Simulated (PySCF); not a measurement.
# [GdF2]+: one run

[GdF2]+ (singlet in the valence; each metal's 4f electrons, 7 of them, lie in its core potential, out of spins and levels). PySCF 2.14.0, RKS PBE0, Gd lcecp-1-TZVP with ECP53, F def2-TZVP; non-relativistic Hamiltonian with scalar-relativistic core potentials where named; density fitting; no spin-orbit coupling. Purpose: basis and core treatment f-in-core-III/TZVP.

```python
mol = gto.M(atom='''
Gd     0.00000    -0.00000    -0.34248
F      1.59325    -0.00000     0.78219
F     -1.59325     0.00000     0.78219''',
    basis={'Gd': 'lcecp-1-TZVP', 'F': 'def2-TZVP'},
    ecp={'Gd': 'lcecp-1-TZVP'},
    charge=1, spin=0)
mf = dft.RKS(mol, xc='PBE0')
mf.grids.atom_grid = (75, 302)  # f atoms: unpruned, at least (60, 302)
mf = mf.density_fit()  # fitting sets: Gd AutoAux, F def2-universal-JKFIT
mf.conv_tol = 1e-08; mf.max_cycle = 55
mf.kernel(dm0)  # dm0: free metal ions and neutral atoms
mf.nuc_grad_method().kernel()
```

Run from Python with OMP_NUM_THREADS=2; the lines above give its settings. Where DIIS fails, smearing, a level shift and second-order steps follow.
It took 4.1 s on 2 threads of Arm Neoverse V2, on a shared host.

Problem. Where do the frontier levels lie, over both spins?

Solution. HOMO -16.15 eV, LUMO -7.93 eV. The 4f levels lie in the core potential and are missing.

Problem. What are the Mulliken charges and spins?

Solution. 
```tsv
atom	charge (e)	spin (e)
Gd1	1.854	0.000
F2	-0.427	0.000
F3	-0.427	0.000
```
The spin of the 4f electrons in the core isn't counted.

Problem. What forces act on the atoms (eV/Å)?

Solution. 
```
Gd   0.00  0.00  0.23
F   -0.14  0.00 -0.11
F    0.14  0.00 -0.11
```
Forces carry noise of the integration grid, about 0.01 to 0.03 eV/Å.

The geometry was relaxed with PBE0 (Gd lcecp-1-SVP with ECP53, F def2-SVP).

An lcecp potential fixes the number of 4f electrons, so in runs with it no electron can move into or out of that shell.
